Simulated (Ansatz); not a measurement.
Rb₄Br₃, relaxed as a doublet with UKS PBE-D4/def2-SVP in Ansatz, starting from the GFN2-xTB geometry. Force threshold 0.02 eV/Å.

In the def2 sets Rb takes a core potential; there is no spin–orbit coupling. The structure comes from a short search, and lower isomers may exist.

Start:

Cartesian coordinates in Å:
```
Rb 2.616 0.264 1.377
Rb -0.300 -2.816 0.837
Rb -2.129 1.959 0.203
Rb 1.252 -0.735 -2.573
Br 1.000 2.183 -0.885
Br -1.893 -0.936 -1.443
Br -0.547 0.079 2.484
```

Q: Estimate the energy that the relaxation releases and the steps that it takes.

A: 30.1 kJ/mol, in 4 steps; 26 s on 4 threads of Arm Neoverse V2 on a shared host. No frequencies were taken in this run, so the end may be a saddle point.

Q: Does the start keep its bonding and symmetry?

A: By distances, no bond broke or formed, bridged metal pairs apart. The bond that changes most is Rb4–Br5, from 3.38 to 3.32 Å (atoms count from 1). Metal–metal contacts that move far: Rb1–Rb3 5.17 to 4.65 Å, Rb2–Rb3 5.15 to 4.65 Å. Point group Cs at the start, C3v at the end, both within 0.05 Å.

Q: Predict the relaxed structure.

A: 
```xyz
7

Rb    2.553    0.613    1.550
Rb   -0.668   -2.819    0.951
Rb   -1.775    1.632    0.186
Rb    1.065   -0.507   -2.809
Br    1.261    2.284   -1.016
Br   -1.964   -1.163   -1.619
Br   -0.472   -0.041    2.757
```
Bond lengths (bridged metal pairs left out): 9 × Br–Rb 3.32 to 3.33 Å.
